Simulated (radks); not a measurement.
Q: Ho, configuration [Xe] 4f11 6s1 6p1 (not the ground configuration). Calculated with a radial shooting solver on a logarithmic mesh with Libxc functionals: Dirac Kohn-Sham, PBEsol, spin-unpolarised, spherical densities, point nucleus; open shells are shared between the two j in proportion to 2j + 1. Some entries of the table are withheld. Estimate them.

orbital      occ.  eigenvalue (eV)  r(max) (bohr)  <1/r> (bohr^-1)
1s1/2           2        -55416.20        0.01311            76.06
2s1/2           2        -9265.549        0.07481            18.25
2p1/2           2        -8819.062            (1)            18.23
2p3/2           4        -7962.602            (2)            15.88
3s1/2           2        -2070.233         0.2115            6.673
3p1/2           2        -1874.938         0.1990            6.589
3p3/2           4        -1696.075         0.2118            5.991
3d3/2           4        -1361.201         0.1675            5.875
3d5/2           6        -1322.110         0.1710            5.729
4s1/2           2        -409.8021         0.4842            2.792
4p1/2           2        -332.3018         0.4869            2.683
4p3/2           4        -292.1160         0.5143            2.477
4d3/2           4        -164.5541         0.5181            2.255
4d5/2           6        -157.2642         0.5270            2.204
5s1/2           2         -51.8434            (3)            1.045
5p1/2           2         -30.9793          1.241           0.9143
5p3/2           4         -25.9411          1.327           0.8403
4f5/2     4.71429              (4)         0.5207            1.614
6s1/2           1          -4.6152          3.351           0.3169
4f7/2     6.28571              (5)         0.5261            1.586
6p1/2    0.333333          -1.9710          4.442           0.2333
6p3/2    0.666667          -1.7135          4.755           0.2179

A: 
(1) 2p1/2 r(max) (bohr): 0.05625
(2) 2p3/2 r(max) (bohr): 0.06237
(3) 5s1/2 r(max) (bohr): 1.136
(4) 4f5/2 eigenvalue (eV): -5.1931
(5) 4f7/2 eigenvalue (eV): -4.2150
